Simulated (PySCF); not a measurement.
CBr⁺: one state, many levels of theory

State: ¹Σ⁺ (singlet), closed shell. Set-up: PySCF, scalar-relativistic core potentials, basis sets C cc-pVTZ, Br cc-pVTZ-PP with ECP10. De refers to C⁺ + Br in their high-spin ground configurations, without counterpoise correction. A positive dipole points towards Br; it is taken about the centre of mass and depends on that origin.

| Level | Re (Å) | ωe (cm⁻¹) | De (eV) | μ (D) |
| --- | --- | --- | --- | --- |
| RHF | 1.678 | 1041 | 3.60 | -0.75 |
| RHF-MP2 | 1.681 | 1043 | 6.23 | n/a |
| RHF-SCS-MP2 | 1.684 | 1034 | 5.95 | n/a |
| RHF-CCSD | 1.690 | 1007 | 5.64 | n/a |
| RHF-CCSD(T) | 1.704 | 966 | 6.03 | n/a |
| PBE | 1.718 | 931 | 6.95 | -0.35 |
| PBEsol | 1.711 | 945 | 7.25 | -0.32 |
| PW91 | 1.717 | 930 | 6.95 | -0.34 |
| r²SCAN | 1.702 | 965 | 6.50 | -0.37 |
| B3LYP | 1.703 | 961 | 6.18 | -0.37 |
| PBE0 | 1.694 | 992 | 6.31 | -0.36 |
| LC-ωPBE | 1.671 | 1055 | 5.97 | -0.18 |

The bond length runs from 1.671 Å (LC-ωPBE) to 1.718 Å (PBE). De spans 3.60 eV (RHF, mean field) to 7.25 eV (PBEsol, GGA). Correlation at CCSD(T) changes the Hartree–Fock bond energy by +2.43 eV; the triples alone change it by +0.39 eV.

Correlated steps freeze 5 core orbitals. For an ion De counts to the pair picked by the measured ionisation energies or electron affinities, which need not be the lowest pair at this level. Where the molecule has an RHF reference, its open-shell atoms are computed with UHF. The CCSD T1 diagnostic is raised, a sign that a single reference may not be enough here.
